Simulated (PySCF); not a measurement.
Species: [MoSF5]2- (charge -2 and doublet state).
Bonds: Mo1–S2, Mo1–F3, Mo1–F4, Mo1–F5, Mo1–F6, Mo1–F7.

The calculation used PBE0-D3(BJ)/def2-SVP geometry optimisation, gas phase, def2 core potentials past Kr (PySCF).

Q: Give the optimised bond lengths and angles.

A: 
| bond | length (Å) |
| --- | --- |
| Mo1–S2 | 2.207 |
| Mo1–F3 | 1.962 |
| Mo1–F4 and 3 like bonds | 1.947 |

Bonds in one row agree within 0.01 Å and their mean is given. A selection of angles:
| angle | degrees |
| --- | --- |
| S2–Mo1–F3 | 179.8 |
| S2–Mo1–F4 | 96.7 |
| S2–Mo1–F5 | 96.5 |
| F3–Mo1–F4 | 83.4 |
| F4–Mo1–F5 | 166.8 |
| F4–Mo1–F6 | 89.2 |

Mo1 (molybdenum bonded to 5 F and S) is distorted octahedral (the three widest angles are 179.8°, 166.8° and 166.8°, the others run from 83.3° to 96.7°).

Point group: C4v (tolerance 0.08 Å). No frequency check. ⟨S²⟩ = 0.770 (exact for a doublet: 0.75). Whether so highly charged an anion holds all its electrons in the gas phase wasn't checked; a finite basis holds them in any case. No counter-ion or solvent screens the charge of this multiply charged ion. The geometry's basis has no diffuse functions, a weakness for an anion.

Caution for open-shell metal species: one SCF solution and one stationary point were followed, and a lower state or a bent or distorted shape isn't ruled out.
